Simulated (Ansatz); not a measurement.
Reaction: H4SiO (SMILES O[SiH3]) → H3SiO (SMILES [O][SiH3], doublet) + H (doublet) (the H-O bond breaks)
Each species at its own B3LYP-D3(BJ)/def2-TZVP minimum (Ansatz, a first-principles code).

Property: bond dissociation energy (electronic), in kJ/mol. Radicals and triplets start from unrestricted determinants; spin-orbit coupling is neglected. CBS(X,Y): correlation extrapolated as X^-3, Hartree-Fock from the larger set. A bracket is a step between two methods taken in the basis named. Functionals run without relativity, which enters their misses. Double hybrids freeze cores in their MP2 part. 'core' is core correlation in cc-pwCVTZ (1s frozen past Ne), 'X2C' scalar relativity in cc-pVTZ-DK, both at CCSD(T). Where a partner has so few electrons that a lower coupled-cluster level is exact, that level stands in.

CCSD(T)/CBS(cc-pV(T+d)Z,cc-pV(Q+d)Z) + [CCSDT(Q) - CCSD(T)]/cc-pV(T+d)Z + core + X2C (Ansatz) gives 528.6 kJ/mol.

**Question.** What does PBE/def2-TZVPD (Ansatz) give here, and how do the other levels compare?

**Answer.** PBE gives 496.1 kJ/mol, 32.5 kJ/mol below it. Differences of the others: B3LYP/def2-TZVPD (Ansatz) -26.4; PBE0/def2-TZVPD (Ansatz) -28.6; wB97M-V/def2-TZVPD (Ansatz) -13.0; B2PLYP/def2-TZVPD (Ansatz) -17.1; CCSD(T)/CBS(cc-pV(T+d)Z,cc-pV(Q+d)Z) + core + X2C (Ansatz) 1.4 kJ/mol. Nearer than PBE: B3LYP/def2-TZVPD, PBE0/def2-TZVPD, wB97M-V/def2-TZVPD, B2PLYP/def2-TZVPD, CCSD(T)/CBS(cc-pV(T+d)Z,cc-pV(Q+d)Z) + core + X2C.
